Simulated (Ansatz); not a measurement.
MP2, SCS-MP2 and SOS-MP2 from spin components

System: C₄H₅F, singlet, at a GFN2-xTB geometry. Level: MP2/STO-3G (Ansatz, a quantum-chemistry and plane-wave program). Sums are taken with unrounded values, so a last digit can differ.

Here is a job for Ansatz.
Ansatz 0.2 input:
```yaml
crystal:
  periodic: [false, false, false]
  atoms:
    - {symbol: C, position_ang: [-2.25795120, 0.05386956, 0.94073573]}
    - {symbol: C, position_ang: [-1.26978098, 0.39462576, 0.12046238]}
    - {symbol: C, position_ang: [0.05117512, -0.18498454, 0.18475535]}
    - {symbol: C, position_ang: [1.02992716, 0.16407603, -0.64065480]}
    - {symbol: F, position_ang: [2.25128973, -0.38703690, -0.56416094]}
    - {symbol: H, position_ang: [-2.12147919, -0.68698175, 1.71103277]}
    - {symbol: H, position_ang: [-3.23402574, 0.50106430, 0.87202048]}
    - {symbol: H, position_ang: [-1.42648144, 1.14089335, -0.64693955]}
    - {symbol: H, position_ang: [0.23554162, -0.93335133, 0.94224461]}
    - {symbol: H, position_ang: [0.96461657, 0.89618662, -1.43270185]}
basis:
  gaussian:
    orbitals: STO-3G
magnetization: {spin_polarized: false}
correlation: {method: mp2}
```

It gave an SCF energy of -250.476910 Eh, a same-spin correlation energy of -0.040011 Eh and an opposite-spin one of -0.209100 Eh.

Problem. Work out the MP2, SCS-MP2 (6/5 and 1/3) and SOS-MP2 (1.3 and 0) correlation and total energies.

Solution. MP2: -0.209100 + (-0.040011) = -0.249111 Eh, total -250.726022 Eh, as the program printed. SCS-MP2: 1.2 × (-0.209100) + (-0.040011)/3 = -0.264258 Eh, total -250.741168 Eh. SOS-MP2: 1.3 × (-0.209100) = -0.271831 Eh, total -250.748741 Eh. Opposite spins carry 84 % of the MP2 correlation; same-spin pairs are already kept apart by exchange.
